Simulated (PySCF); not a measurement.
Ge(H)3(Cl), H3ClGe, SMILES [Cl][GeH3], CAM-B3LYP/def2-SVP optimised geometry.

```
5

Ge    -0.44    -0.70     0.00
Cl    -1.09     1.36     0.00
H     -1.00    -1.36    -1.26
H     -1.00    -1.36     1.26
H      1.09    -0.70     0.00
```

Density from CAM-B3LYP/def2-TZVP (PySCF) at that geometry.

Minimum of the electron density along straight lines between bonded atoms, close to the bond critical point (lines longer than 1.1 times the sum of covalent radii, or with two minima, are not listed):

```
bond     length / Å  ρ at the minimum / e bohr⁻³  ∇²ρ there / e bohr⁻⁵  position (fraction from the first atom)
-------  ----------  ---------------------------  --------------------  ---------------------------------------
Ge1–Cl2       2.164                        0.102                  0.16                                     0.43
Ge1–H3        1.531                        0.137                  0.04                                     0.59
Ge1–H4        1.531                        0.137                  0.04                                     0.59
Ge1–H5        1.531                        0.137                  0.04                                     0.59
```
